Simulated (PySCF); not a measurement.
**[Mg3O]+, doublet: computed properties**

Method: UB3LYP/[O def2-SVP, Mg def2-SVP], no relativity, density fitting, PySCF.

The structure is a minimum.

Coordinates in bohr (charge 1 multiplicity 2):
```
O     0.0000    0.0000   -0.1613
Mg    0.0000    0.0000    3.4343
Mg    3.2954    0.0000   -1.6624
Mg   -3.2954    0.0000   -1.6624
```

```json
{
 "Point group": "C2v",
 "Bond lengths": "Mg–Mg 3.212 Å (×2), O–Mg 1.903 Å, O–Mg 1.916 Å (×2)",
 "Bond angles": "Mg–Mg–Mg 65.8°, Mg–Mg–O 32.6° (×2), Mg–Mg–O 32.9° (×2), Mg–O–Mg 114.5° (×2), Mg–O–Mg 131.0°",
 "Rotational symmetry number": "2",
 "Principal polarisabilities": "113.4, 198.1, 205.7 bohr³",
 "Rotational constants": "0.1448, 0.1156, 0.06426 cm⁻¹",
 "Lowest empty level (α)": "-7.09 eV",
 "Zero-point energy": "11.7 kJ/mol",
 "Dipole moment about the centre of mass": "0.33 D",
 "Highest occupied level (α)": "-8.76 eV",
 "Enthalpy at 298.15 K above 0 K": "17.18 kJ/mol",
 "Spin squared ⟨S²⟩": "1.280",
 "Heat capacity Cp at 298.15 K": "72.2 J/(mol K)",
 "Principal quadrupole moments (Buckingham, traceless) about the centre of mass": "-11.53, 3.25, 8.28 D Å",
 "Entropy at 298.15 K and 1 bar (electronic part: spin only)": "327.2 J/(mol K)"
}
```

Harmonic modes (masses in u: O 15.995, Mg 23.985):
```
symmetry  ω (cm⁻¹)  IR (km/mol)
      b2        57          0.2
      a1       121          2.7
      b1       165          5.2
      a1       382          0.4
      a1       594          0.1
      b2       635         17.9
```

In C2v the vibrations span 2b2 + 3a1 + b1. Here b1 is antisymmetric to the molecular plane and b2 lies in it.

Charges (e):
```csv
atom,Mulliken,Löwdin,polar tensor,spin (Mulliken),Mayer order to O1
O1,-0.89,-0.29,-0.05,0.05,–
Mg2,0.67,0.45,0.39,-0.65,0.59
"Mg3,4",0.61,0.42,0.33,0.80,0.61
```

Mulliken populations on O1: s 3.88, p 5.02, d 0.00.

Outer orbital energies (eV). α occupied: -28.38, -14.50, -14.02, -12.81, -9.60, -8.76; empty: -7.09, -5.21, -4.99, -4.75. β occupied: -28.25, -14.12, -14.10, -12.76, -9.43; empty: -7.08, -6.60, -5.19, -4.78.

The determinant is spin-contaminated (⟨S²⟩ = 1.28, pure value 0.75). Other isomers or separated fragments may lie lower.

The final relaxation and frequency run took 96 s on 2 threads of a shared Intel Xeon @ 2.70GHz host, with 68 basis functions and 16 gradients; the process peaked at 0.81 GiB.
